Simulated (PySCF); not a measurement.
C2H6F2Si.

```xyz
11

C      1.5649     0.0000     0.9619
Si     0.0000     0.0000    -0.0275
C     -1.5649     0.0000     0.9619
F      0.0000    -1.2955    -1.0100
F      0.0000     1.2955    -1.0100
H      1.6196     0.8921     1.6059
H      2.4448     0.0000     0.2999
H      1.6196    -0.8921     1.6059
H     -2.4448     0.0000     0.2999
H     -1.6196     0.8921     1.6059
H     -1.6196    -0.8921     1.6059
```
Charge 0, spin multiplicity 1.

Coordinates come from a ωB97X-D3(BJ)/def2-SVP optimisation.

Level of theory: PySCF with PBE/pcSseg-1. Non-relativistic, no solvent.

**Question.** Give the absolute GIAO shielding of each atom: isotropic value and principal components (ppm). (The exact figures need the calculation; the answer reports its results.)

**Answer.** 
```json
[
 {"atom": "C1", "σ(iso)": "182.3", "σ11": "175.2", "σ22": "179.5", "σ33": "192.2", "span": "17.0"},
 {"atom": "Si2", "σ(iso)": "313.9", "σ11": "278.7", "σ22": "290.0", "σ33": "373.1", "span": "94.4"},
 {"atom": "C3", "σ(iso)": "182.3", "σ11": "175.2", "σ22": "179.5", "σ33": "192.2", "span": "17.0"},
 {"atom": "F4", "σ(iso)": "302.2", "σ11": "227.3", "σ22": "328.7", "σ33": "350.8", "span": "123.5"},
 {"atom": "F5", "σ(iso)": "302.2", "σ11": "227.3", "σ22": "328.7", "σ33": "350.8", "span": "123.5"},
 {"atom": "H6", "σ(iso)": "31.1", "σ11": "27.2", "σ22": "28.7", "σ33": "37.3", "span": "10.0"},
 {"atom": "H7", "σ(iso)": "30.8", "σ11": "26.7", "σ22": "27.9", "σ33": "37.7", "span": "11.1"},
 {"atom": "H8", "σ(iso)": "31.1", "σ11": "27.2", "σ22": "28.7", "σ33": "37.3", "span": "10.0"},
 {"atom": "H9", "σ(iso)": "30.8", "σ11": "26.7", "σ22": "27.9", "σ33": "37.7", "span": "11.1"},
 {"atom": "H10", "σ(iso)": "31.1", "σ11": "27.2", "σ22": "28.7", "σ33": "37.3", "span": "10.0"},
 {"atom": "H11", "σ(iso)": "31.1", "σ11": "27.2", "σ22": "28.7", "σ33": "37.3", "span": "10.0"}
]
```
